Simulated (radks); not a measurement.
The iron ion Fe+ inside a hard spherical wall (all orbitals vanish at R), configuration held at [Ar] 3d6 4s1 and not refilled when levels cross. Method: non-relativistic Kohn-Sham, PBEsol, spin-polarised, spherical densities, point nucleus; open shells are filled with parallel spins first; computed with a radial shooting solver on a logarithmic mesh with Libxc functionals. Eigenvalues in eV for spin up, with the zero of energy where the potential of the charges vanishes at infinity; a dash marks a level that is unbound or too diffuse for the functional's potential to be trusted. A positive occupied level is held by the wall or, in an anion where self-interaction has pushed it up, behind a barrier. The pressure on the wall is -dE/dV.

R (bohr)  E (hartree)  kinetic (hartree)    e(3s)    e(3p)    e(3d)    e(4s)  e(4p, empty)  e(5s, empty)  pressure (GPa)
free      -1261.98344           1260.898  -101.61  -69.434  -17.597  -12.916        -7.826             -               0
15        -1261.98344           1260.898  -101.61  -69.434  -17.597  -12.916        -7.826             -        < 0.0001
12        -1261.98344           1260.898  -101.61  -69.434  -17.597  -12.916        -7.826        -3.308        < 0.0001
8         -1261.98316           1260.901  -101.60  -69.416  -17.579  -12.898        -7.748        -1.455          0.0170
7         -1261.98203           1260.912  -101.54  -69.365  -17.530  -12.840        -7.580         0.412           0.106
3         -1261.30853           1263.706  -94.226  -62.191  -10.288    3.406        14.183        83.439             304
2.5       -1260.29680           1267.415  -87.972  -55.987   -3.335   22.586        36.281        147.49            1230
1.5       -1244.01979           1320.727  -33.401    1.484   61.156   226.23        243.47        641.01           54100
